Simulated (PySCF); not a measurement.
C3H9FSi2, SMILES [SiH3]C1(CC1)[SiH2]F.

Geometry optimised at ωB97X-D3(BJ)/def2-SVP. This is a generated structure with no PubChem entry under its InChIKey; it may be hypothetical. Other conformers were not sampled.

Two levels are set side by side: TDA-PBE/def2-SVPD (PySCF) and TDA-B3LYP/def2-SVPD (PySCF). Vertical, same geometry. The lowest singlet is HOMO→LUMO 85 %, HOMO−1→LUMO 14 % with PBE and HOMO→LUMO 97 % with the other functional; states are paired by order. Differences are taken from unrounded values.

```
quantity                              TDA-B3LYP
------------------------------------  ---------
lowest singlet excitation (eV)             7.19
lowest triplet excitation (TDA) (eV)       6.91
```

Task: What does TDA-PBE give, and how far is it from TDA-B3LYP? (The exact figures need the calculation; the answer reports its results.)

Result: 
```
quantity                              TDA-PBE  TDA-PBE minus TDA-B3LYP
------------------------------------  -------  -----------------------
lowest singlet excitation (eV)           6.62                    -0.58
lowest triplet excitation (TDA) (eV)     6.35                    -0.56
```

A lower first singlet is the usual sign of a functional without exact exchange. Differences between two approximate levels are no errors against the true value.

Rough cost on one machine, each run with all the roots and properties that it gave: TDA-B3LYP against TDA-PBE about 2 times.
